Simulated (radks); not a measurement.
Ca+, 19 electrons, occupied as [Ar] 4s0.75 5s0.25 (fractional occupations, a model configuration). Calculated with a radial shooting solver on a logarithmic mesh with Libxc functionals: scalar-relativistic Kohn-Sham, PBEsol, spin-polarised, spherical densities, finite nucleus; open shells are filled with parallel spins first; Fermi nuclear charge, rms radius 3.4776 fm. Some entries of the table are withheld. Estimate them.

orbital,occ.,eigenvalue (hartree),<r^2> (bohr^2),<r> (bohr)
1s up,1,-145.2362,0.007957,0.07691
1s down,1,-145.2352,0.007957,0.07691
2s up,1,-15.49942,0.1576,0.3647
2s down,1,-15.49842,0.1576,0.3647
2p up,3,-12.58562,0.1332,0.3280
2p down,3,-12.58468,0.1332,0.3280
3s up,1,-2.01620,(1),1.156
3s down,1,-2.01289,(2),1.154
3p up,3,-1.31682,1.897,1.268
3p down,3,-1.31225,1.879,1.263
4s up,0.75,-0.36055,14.03,3.519
4p up,0,-0.24341,21.14,4.304
5s up,0.25,-0.13077,74.45,8.178
4f up,0,-0.06142,121.2,10.42

Answer. 
(1) 3s up <r^2> (bohr^2): 1.542
(2) 3s down <r^2> (bohr^2): 1.537
